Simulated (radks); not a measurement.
Results of a calculation; reference values are marked as such.
Question: The mean radii <r> (bohr) of the occupied orbitals of an atom or ion are listed with their occupations. Level of theory: non-relativistic Kohn-Sham, PBE, spin-unpolarised, spherical densities, point nucleus (a radial shooting solver on a logarithmic mesh with Libxc functionals).

| orbital | occ. | <r> |
|---|---|---|
| 1s | 2 | 0.02866 |
| 2s | 2 | 0.1211 |
| 2p | 6 | 0.1029 |
| 3s | 1 | 0.2865 |

Name the element and its charge.

Answer: Z = 53, iodine, charge +42: I42+ in [Ne] 3s1. The 1s radius gives Z: for a bare nucleus <r> = 1.5/Z, 0.0283 bohr for Z = 53, and screening makes it slightly larger (0.02866 here). The occupations add up to 11, and the charge is Z minus that.
